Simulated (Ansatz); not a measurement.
Ansatz (a first-principles code) input for Si(F)2(NHMe)(OH) (CH5F2NOSi), SMILES CN[Si](O)(F)F, PBE-D3(BJ)/def2-SVP. 

Ansatz 0.2 input:
```yaml
crystal:
  periodic: [false, false, false]
  atoms:
    - {symbol: C, position_ang: [-2.37640690, -0.03297626, -0.01680934]}
    - {symbol: N, position_ang: [-1.12695653, 0.70483627, 0.05742929]}
    - {symbol: Si, position_ang: [0.41683969, 0.00798095, 0.00994171]}
    - {symbol: O, position_ang: [0.54642079, -1.13492703, -1.15809177]}
    - {symbol: F, position_ang: [1.45769000, 1.22629854, -0.16684180]}
    - {symbol: F, position_ang: [0.87968762, -0.76096859, 1.34686913]}
    - {symbol: H, position_ang: [-2.84773159, -0.19627203, 0.96987541]}
    - {symbol: H, position_ang: [-2.18747418, -1.02344518, -0.45879750]}
    - {symbol: H, position_ang: [-3.10997692, 0.47843170, -0.66352857]}
    - {symbol: H, position_ang: [-1.21445472, 1.65791489, 0.39800014]}
    - {symbol: H, position_ang: [0.26325381, -0.87291219, -2.04139430]}
basis:
  gaussian:
    orbitals: def2-SVP
hamiltonian:
  xc: pbe
  dispersion: d3bj
relax: {f_tol: 0.002, max_steps: 200}
```

Output:

```
WARN ansatz: RAYON_NUM_THREADS=1 ignored (pool sized by the plan → 1); use --threads N
Functional definition: PBE
integrals: 0.06 GiB planned
1255 factors; their error is unknown
mean field: 0.32 GiB planned
mean field evaluation 1: about -17933.3853 eV, gradient 8.6e1 eV
mean field evaluation 2: about -17904.9357 eV, gradient 1.4e2 eV
mean field evaluation 4: about -17947.1698 eV, gradient 8.8e0 eV
mean field evaluation 8: about -17947.2921 eV, gradient 1.6e-1 eV
mean field evaluation 16: about -17947.2134 eV, gradient 6.8e-4 eV
mean field -17947.21336703 eV, -659.5479261803 hartree, gradient 2.5e-5 eV, S^2 0.000000; 0 other end points of the search recorded, 0 dependent functions left out
the calculation of the forces begins
reference -17947.21339927 eV, -659.5479273649 hartree; 29, 29 occupied and 84, 84 virtual orbitals, 1255 factors
relax step   1: F+E_penalty+E_count = -17947.42556336 eV  Δ(F+E_penalty+E_count) = +0.000e0 eV  max|allowed force component| = 4.961e-1 eV/Å  Δτ_max = 0.0000 Å  (29 SCF iters, accepted)
these checks for a lower state are left out or cut short: starts, cluster_reference, orbital_swaps, neighbouring_geometries, increment
integrals: 0.06 GiB planned
1255 factors; their error is unknown
mean field: 0.32 GiB planned
mean field -17947.22862074 eV, -659.5484867436 hartree, gradient 1.6e-5 eV, S^2 0.000000; 0 other end points of the search recorded, 0 dependent functions left out
the calculation of the forces begins
reference -17947.22865298 eV, -659.5484879284 hartree; 29, 29 occupied and 84, 84 virtual orbitals, 1255 factors
relax step   2: F+E_penalty+E_count = -17947.44017259 eV  Δ(F+E_penalty+E_count) = -1.461e-2 eV  max|allowed force component| = 2.792e-1 eV/Å  Δτ_max = 0.0107 Å  (32 SCF iters, accepted)
these checks for a lower state are left out or cut short: starts, cluster_reference, orbital_swaps, neighbouring_geometries, increment
integrals: 0.06 GiB planned
1255 factors; their error is unknown
mean field: 0.32 GiB planned
mean field evaluation 32: about -17947.2339 eV, gradient 1.6e-5 eV
mean field -17947.23386825 eV, -659.5486795860 hartree, gradient 1.6e-5 eV, S^2 0.000000; 0 other end points of the search recorded, 0 dependent functions left out
the calculation of the forces begins
reference -17947.23390044 eV, -659.5486807692 hartree; 29, 29 occupied and 84, 84 virtual orbitals, 1255 factors
relax step   3: F+E_penalty+E_count = -17947.44495529 eV  Δ(F+E_penalty+E_count) = -4.783e-3 eV  max|allowed force component| = 7.413e-2 eV/Å  Δτ_max = 0.0122 Å  (31 SCF iters, accepted)
these checks for a lower state are left out or cut short: starts, cluster_reference, orbital_swaps, neighbouring_geometries, increment
integrals: 0.06 GiB planned
1255 factors; their error is unknown
mean field: 0.32 GiB planned
mean field -17947.23411811 eV, -659.5486887684 hartree, gradient 1.6e-5 eV, S^2 0.000000; 0 other end points of the search recorded, 0 dependent functions left out
the calculation of the forces begins
reference -17947.23415030 eV, -659.5486899512 hartree; 29, 29 occupied and 84, 84 virtual orbitals, 1255 factors
relax step   4: F+E_penalty+E_count = -17947.44525654 eV  Δ(F+E_penalty+E_count) = -3.013e-4 eV  max|allowed force component| = 4.427e-2 eV/Å  Δτ_max = 0.0050 Å  (31 SCF iters, accepted)
these checks for a lower state are left out or cut short: starts, cluster_reference, orbital_swaps, neighbouring_geometries, increment
integrals: 0.06 GiB planned
1255 factors; their error is unknown
mean field: 0.32 GiB planned
mean field -17947.23382785 eV, -659.5486781014 hartree, gradient 1.6e-5 eV, S^2 0.000000; 0 other end points of the search recorded, 0 dependent functions left out
the calculation of the forces begins
reference -17947.23386003 eV, -659.5486792841 hartree; 29, 29 occupied and 84, 84 virtual orbitals, 1255 factors
relax step   5: F+E_penalty+E_count = -17947.44520093 eV  Δ(F+E_penalty+E_count) = +5.562e-5 eV  max|allowed force component| = 3.370e-2 eV/Å  Δτ_max = 0.0182 Å  (31 SCF iters, rejected (line search))
these checks for a lower state are left out or cut short: starts, cluster_reference, orbital_swaps, neighbouring_geometries, increment
integrals: 0.06 GiB planned
1255 factors; their error is unknown
mean field: 0.32 GiB planned
mean field -17947.23438465 eV, -659.5486985634 hartree, gradient 1.6e-5 eV, S^2 0.000000; 0 other end points of the search recorded, 0 dependent functions left out
the calculation of the forces begins
reference -17947.23441683 eV, -659.5486997459 hartree; 29, 29 occupied and 84, 84 virtual orbitals, 1255 factors
relax step   6: F+E_penalty+E_count = -17947.44562366 eV  Δ(F+E_penalty+E_count) = -3.671e-4 eV  max|allowed force component| = 1.016e-2 eV/Å  Δτ_max = 0.0089 Å  (32 SCF iters, accepted)
these checks for a lower state are left out or cut short: starts, cluster_reference, orbital_swaps, neighbouring_geometries, increment
integrals: 0.06 GiB planned
1255 factors; their error is unknown
mean field: 0.32 GiB planned
mean field -17947.23429182 eV, -659.5486951520 hartree, gradient 1.6e-5 eV, S^2 0.000000; 0 other end points of the search recorded, 0 dependent functions left out
the calculation of the forces begins
reference -17947.23432399 eV, -659.5486963343 hartree; 29, 29 occupied and 84, 84 virtual orbitals, 1255 factors
relax step   7: F+E_penalty+E_count = -17947.44568917 eV  Δ(F+E_penalty+E_count) = -6.551e-5 eV  max|allowed force component| = 6.151e-3 eV/Å  Δτ_max = 0.0114 Å  (31 SCF iters, accepted)
these checks for a lower state are left out or cut short: starts, cluster_reference, orbital_swaps, neighbouring_geometries, increment
integrals: 0.06 GiB planned
1255 factors; their error is unknown
mean field: 0.32 GiB planned
mean field evaluation 64: about -17947.2343 eV, gradient 2.9e-5 eV
mean field -17947.23432333 eV, -659.5486963102 hartree, gradient 2.3e-5 eV, S^2 0.000000; 0 other end points of the search recorded, 0 dependent functions left out
the calculation of the forces begins
reference -17947.23435550 eV, -659.5486974923 hartree; 29, 29 occupied and 84, 84 virtual orbitals, 1255 factors
relax step   8: F+E_penalty+E_count = -17947.44570015 eV  Δ(F+E_penalty+E_count) = -1.098e-5 eV  max|allowed force component| = 5.672e-3 eV/Å  Δτ_max = 0.0023 Å  (21 SCF iters, accepted)
these checks for a lower state are left out or cut short: starts, cluster_reference, orbital_swaps, neighbouring_geometries, increment
integrals: 0.06 GiB planned
1255 factors; their error is unknown
mean field: 0.32 GiB planned
mean field -17947.23431876 eV, -659.5486961420 hartree, gradient 1.7e-5 eV, S^2 0.000000; 0 other end points of the search recorded, 0 dependent functions left out
the calculation of the forces begins
reference -17947.23435093 eV, -659.5486973242 hartree; 29, 29 occupied and 84, 84 virtual orbitals, 1255 factors
relax step   9: F+E_penalty+E_count = -17947.44570666 eV  Δ(F+E_penalty+E_count) = -6.510e-6 eV  max|allowed force component| = 1.940e-3 eV/Å  Δτ_max = 0.0037 Å  (23 SCF iters, accepted)
integrals: 0.06 GiB planned
1255 factors; their error is unknown
mean field: 0.32 GiB planned
mean field -17947.23431876 eV, -659.5486961420 hartree, gradient 1.7e-5 eV, S^2 0.000000; 1 other end points of the search recorded, 0 dependent functions left out
the calculation of the forces begins
reference -17947.23435093 eV, -659.5486973242 hartree; 29, 29 occupied and 84, 84 virtual orbitals, 1255 factors
Total energy: -17947.44573883 eV, -659.5564656863 hartree
Atom 0 at    -2.378391    -0.032093    -0.024879 Å, force     0.000615     0.001195    -0.000119 eV/Å
Atom 1 at    -1.129462     0.709817     0.058286 Å, force    -0.001393     0.001365     0.000424 eV/Å
Atom 2 at     0.425970     0.008845     0.014699 Å, force     0.000424    -0.000775     0.000620 eV/Å
Atom 3 at     0.545133    -1.157971    -1.153211 Å, force    -0.001550     0.000489    -0.001623 eV/Å
Atom 4 at     1.473938     1.236345    -0.182234 Å, force    -0.000018     0.000595    -0.000310 eV/Å
Atom 5 at     0.903262    -0.753127     1.367127 Å, force     0.000320    -0.000002     0.000126 eV/Å
Atom 6 at    -2.854847    -0.217389     0.964903 Å, force    -0.000067    -0.000094    -0.000033 eV/Å
Atom 7 at    -2.185023    -1.021243    -0.486486 Å, force     0.000244    -0.000052    -0.000144 eV/Å
Atom 8 at    -3.122023     0.488567    -0.666765 Å, force    -0.000219    -0.000314     0.000093 eV/Å
Atom 9 at    -1.214437     1.664096     0.415518 Å, force     0.000506    -0.001940    -0.000560 eV/Å
Atom 10 at     0.236770    -0.871884    -2.030307 Å, force     0.001138    -0.000467     0.001527 eV/Å
Dipole moment:    -0.613405     0.213729    -0.311322 e Å
```

Self-consistency was reached.
